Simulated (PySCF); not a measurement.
## Correlation energy of Bi(2+) (bismuth, charge +2)

[Xe] 4f14 5d10 6s1 6p1 6d1, one real determinant (an excited configuration). All numbers are calculated (PySCF 2.14, scalar relativity through the core potential, in aug-cc-pwCVTZ-PP with ECP60MDF). Frozen: 5s2 5p6 5d10; 3 electrons correlated.

| level | correlation energy (mhartree) |
| --- | --- |
| CCSD | -25.40 |
| (T) | -4.77 |
| CCSD(T) | -30.17 |

Diagnostics: T1 = 0.027, D1 = 0.0581, largest double amplitude 0.628.

The real determinant used has ⟨L²⟩ near 8 against 12 for a pure F term, so it mixes terms. Spin-orbit coupling, absent here, splits the open shell strongly. The outer electron is Rydberg-like, and this basis confines it to a smaller radius and binds it less than a complete one would. A double-excitation amplitude exceeds 0.15, a sign of near-degeneracy.

Cost of the coupled-cluster step: about 22 core-seconds, for 3 correlated electrons.

Iterations:

```
CC2 = 0
CCSD nocc = (np.int64(3), np.int64(0)), nmo = (87, 87)
frozen orbitals [[0, 1, 2, 3, 4, 5, 6, 7, 8], [0, 1, 2, 3, 4, 5, 6, 7, 8]]
max_cycle = 100
direct = 0
conv_tol = 1e-08
conv_tol_normt = 1e-06
diis_space = 8
diis_start_cycle = 0
Init t2, MP2 energy = -0.0095633652825231
Init E_corr(UCCSD) = -0.00956336531420091
cycle = 1  E_corr(UCCSD) = -0.0126210416856496  dE = -0.00305767637  norm(t1,t2) = 0.039018
cycle = 2  E_corr(UCCSD) = -0.0138886653484618  dE = -0.00126762366  norm(t1,t2) = 0.0281099
cycle = 3  E_corr(UCCSD) = -0.0152968649263016  dE = -0.00140819958  norm(t1,t2) = 0.0255068
cycle = 4  E_corr(UCCSD) = -0.0174459487237599  dE = -0.0021490838  norm(t1,t2) = 0.0241277
cycle = 5  E_corr(UCCSD) = -0.0270835941830494  dE = -0.00963764546  norm(t1,t2) = 0.0218816
cycle = 6  E_corr(UCCSD) = -0.0217810540176112  dE = 0.00530254017  norm(t1,t2) = 0.00848051
cycle = 7  E_corr(UCCSD) = -0.0245379107339084  dE = -0.00275685672  norm(t1,t2) = 0.0121435
cycle = 8  E_corr(UCCSD) = -0.0255167375259555  dE = -0.000978826792  norm(t1,t2) = 0.00327251
cycle = 9  E_corr(UCCSD) = -0.0253804905263583  dE = 0.000136247  norm(t1,t2) = 0.000433144
cycle = 10  E_corr(UCCSD) = -0.0254025769748082  dE = -2.20864484e-05  norm(t1,t2) = 9.21641e-05
cycle = 11  E_corr(UCCSD) = -0.0254057194246985  dE = -3.14244989e-06  norm(t1,t2) = 7.83344e-06
cycle = 12  E_corr(UCCSD) = -0.0254041685779234  dE = 1.55084678e-06  norm(t1,t2) = 4.5353e-06
cycle = 13  E_corr(UCCSD) = -0.0254046296793558  dE = -4.61101432e-07  norm(t1,t2) = 1.52222e-06
cycle = 14  E_corr(UCCSD) = -0.0254046022481577  dE = 2.74311981e-08  norm(t1,t2) = 2.69158e-07
cycle = 15  E_corr(UCCSD) = -0.0254045622418858  dE = 4.00062719e-08  norm(t1,t2) = 1.61791e-07
cycle = 16  E_corr(UCCSD) = -0.025404561038483  dE = 1.20340284e-09  norm(t1,t2) = 1.21137e-08
UCCSD converged
E(UCCSD) = -212.0275245417091  E_corr = -0.02540456103848297
UCCSD(T) correction = -0.00476649086763747
```

The reference is one real determinant that mixes LS terms of this configuration.
